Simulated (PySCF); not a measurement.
# Working with the constants of CsAs⁺

UHF-CCSD(T) constants of CsAs⁺, ⁴Σ⁻ (quartet), unpaired electrons σ ↑, π ↑↑ (Cs def2-SVP with ECP46, As def2-SVP; scalar-relativistic core potentials (PySCF 2.14); masses 132.9054 and 74.9216 u):

| Item | Value |
| --- | --- |
| ωe | 40.6 cm⁻¹ |
| ωexe | 0.56 cm⁻¹ |
| Be | 0.021074 cm⁻¹ |
| αe | 0.000269 cm⁻¹ |
| De to Cs⁺ + As | 0.124 eV |

Task: What force constant and bond length do these constants imply?

Result: Reduced mass μred = 47.912 u; k = 5.8918×10⁻⁷·μred·ωe² (u, cm⁻¹, mdyn/Å) = 0.0465 mdyn/Å; Re = √(16.8576/(μred·Be)) (u, cm⁻¹, Å) = 4.086 Å.

Task: Estimate the centrifugal constant D from the Kratzer relation and find the Dunham coefficient a1.

Result: D = 4Be³/ωe² = 2.27e-08 cm⁻¹; a1 = −1 − αeωe/(6Be²) = -5.10.

Correlated steps freeze 9 core orbitals. The bond is weak. Basis-set superposition, not corrected here, can be much of De in a small basis, most of all at correlated wavefunction levels. These are scalar-relativistic numbers at best; spin–orbit coupling would shift them, the dissociation energy most. For an ion De counts to the pair picked by the measured ionisation energies or electron affinities, which need not be the lowest pair at this level. The state was picked by a PBE0 search and need not be the measured ground state.
